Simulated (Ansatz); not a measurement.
Consider the ligand exchange at the Si–O bond: `O[SiH2][SiH](O)O` + NH₃ → `N[SiH2][SiH](O)O` + H₂O.

Computed with Ansatz on PBE0-D4/def2-TZVP structures; ΔE is electronic, products minus reactants. CBS: MP2 limit from def2 TZ/QZ plus the TZ coupled-cluster correction, frozen cores. This one scheme is used for every species. DFT in def2-TZVPP. Each species was taken in one conformer, which may not be the lowest.

```csv
level,ΔE (kJ/mol)
r2SCANh,42.2
CCSD(T)/def2-TZVPP,39.0
```

(1) What does CCSD(T)/CBS give? (Estimate.)

Largest T1 diagnostic among the species: 0.012.

## Answers

(1) The calculation gave: +37.8 kJ/mol. The listed levels differ from it by 4.4, 1.2 kJ/mol.

The D4 term adds −3.4 kJ/mol with B3LYP and −2.0 kJ/mol with PBE0; it sums over pairs of atoms, weighted by their polarisabilities, and B3LYP, whose exchange is more repulsive, gets the larger term. Leaving LDA and LC-ωPBE aside and taking each functional with its dispersion term where it has one, the values, not all of them listed here, spread over 9.7 kJ/mol, from revPBE-D4 to B97M-V. In def2-TZVPP, CCSD(T) changes the Hartree–Fock value by −6.3 kJ/mol (the triples alone add −0.4 kJ/mol) and MP2 by −7.1 kJ/mol.

CCSD(T)/CBS has its own doubt, a few kJ/mol and more with outer-core shells, so smaller differences from it don't rank the levels.

B3LYP here is the variant with VWN-RPA as its local correlation; programs differ in this.
